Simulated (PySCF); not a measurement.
All values below come from PBE-D3(BJ)/def2-TZVP // B3LYP-D3(BJ)/def2-TZVP run with PySCF 2.14.0. Isolated molecules, 0 K electronic values unless said otherwise. Excitations are Tamm–Dancoff values on a coarser integration grid. The basis has no diffuse functions, so Rydberg states are missing or too high.

Reference species (SMILES): `[H]/[O+]=C/N` (charge +1, multiplicity 1).

| Item | Value |
|---|---|
| S1 oscillator strength | 0.000 |
| T1 excitation (TDA) | 5.41 eV |

Changed species: `[NH3+]C=O` (not the most basic site) (proton added at N1; the reference has proton added at O3).

Problem. Give the shifts of the S1 oscillator strength and T1 excitation (TDA).

Solution. the S1 oscillator strength is nearly the same; the T1 excitation (TDA) falls by 0.91 eV, to 4.50 eV.
